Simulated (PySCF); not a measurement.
# Two-photon absorption: SMILES Sc1ccc(Cl)cc1, C6H5ClS

Geometry:
| atom | x (Å) | y (Å) | z (Å) |
| --- | --- | --- | --- |
| S1 | -2.017 | -0.134 | -0.125 |
| C2 | -0.265 | 0.064 | -0.037 |
| C3 | 0.360 | 1.307 | 0.112 |
| C4 | 1.747 | 1.398 | 0.174 |
| C5 | 2.523 | 0.244 | 0.089 |
| Cl6 | 4.249 | 0.356 | 0.167 |
| C7 | 1.914 | -1.002 | -0.060 |
| C8 | 0.528 | -1.088 | -0.122 |
| H9 | -2.329 | 1.172 | -0.005 |
| H10 | -0.236 | 2.220 | 0.180 |
| H11 | 2.232 | 2.369 | 0.291 |
| H12 | 2.529 | -1.901 | -0.126 |
| H13 | 0.057 | -2.067 | -0.239 |

Level of theory: PySCF, TDDFT CAM-B3LYP/aug-cc-pVDZ excited states, vertical, gas phase. Geometry: PBE0-D3(BJ)/def2-SVP.

(1) How strongly do the lowest singlets absorb one photon, and two photons of half the energy?

Results:

(1) δ for parallel linear polarisation; σ at the peak of a Lorentzian of half width 0.1 eV, single beam; Ω is circular over linear.
```
state  E (eV)      f  photon λ (nm)  δ (au)  σ (GM)     Ω                                  main
   S1    4.77  0.013            520    4.38    0.04  1.50  HOMO→LUMO+1 0.83, HOMO−1→LUMO+2 0.12
   S2    5.00  0.002            496      16    0.15  1.50      HOMO→LUMO 0.60, HOMO→LUMO+7 0.12
   S3    5.23  0.313            474    67.9    0.68  1.02                      HOMO→LUMO+2 0.89
   S4    5.75  0.015            431     147    1.78  1.50      HOMO→LUMO+5 0.37, HOMO→LUMO 0.18
   S5    5.99  0.000            414    23.4    0.31  1.50      HOMO→LUMO+3 0.54, HOMO→LUMO 0.11
   S6    6.23  0.003            398    9.66    0.14  1.50    HOMO→LUMO+4 0.69, HOMO→LUMO+3 0.17
```

Among these, the strongest one-photon state is S3, the strongest two-photon state S4, with a dipole change of 10.2 D (relaxed, norm of the difference vector).
